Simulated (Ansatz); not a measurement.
System: ZnHS, charge 0, multiplicity 2. SMILES of the parent species: [Zn][SH]

Atoms: Zn1, S2, H3. Bonds: Zn1-S2, S2-H3.

Bond lengths (Å) and angles (degrees) optimised at HF/3-21G with Ansatz (an electronic-structure program); HF/6-31G* with LANL2DZ past Ar with Ansatz; PBE/6-31G* with LANL2DZ past Ar with Ansatz; B3LYP/LANL2DZ with Ansatz; B3LYP/6-31G* with LANL2DZ past Ar with Ansatz; MP2/6-31G* with LANL2DZ past Ar with Ansatz, each started from the B3LYP-D3(BJ)/def2-TZVP structure (Ansatz) of the last column. A row stands for all coordinates that are equal there. 6-31G* holds six Cartesian d functions. No wavenumbers were computed at PBE/6-31G* with LANL2DZ past Ar, B3LYP/LANL2DZ, MP2/6-31G* with LANL2DZ past Ar, so these may be saddle points.

```
coordinate  HF/3-21G  HF/6-31G* with LANL2DZ past Ar  PBE/6-31G* with LANL2DZ past Ar  B3LYP/LANL2DZ  B3LYP/6-31G* with LANL2DZ past Ar  MP2/6-31G* with LANL2DZ past Ar  B3LYP-D3(BJ)/def2-TZVP
----------  --------  ------------------------------  -------------------------------  -------------  ---------------------------------  -------------------------------  ----------------------
Zn1-S2         2.304                           2.304                            2.364          2.421                              2.368                            2.280                   2.285
S2-H3          1.353                           1.331                            1.364          1.385                              1.355                            1.346                   1.346
Zn1-S2-H3      102.5                            96.5                             92.7           96.4                               93.3                             94.6                    91.4
```

Mean signed difference of all 2 bond lengths from B3LYP-D3(BJ)/def2-TZVP: HF/3-21G 0.013 Å, HF/6-31G* with LANL2DZ past Ar 0.002 Å, PBE/6-31G* with LANL2DZ past Ar 0.048 Å, B3LYP/LANL2DZ 0.088 Å, B3LYP/6-31G* with LANL2DZ past Ar 0.046 Å, MP2/6-31G* with LANL2DZ past Ar -0.003 Å.
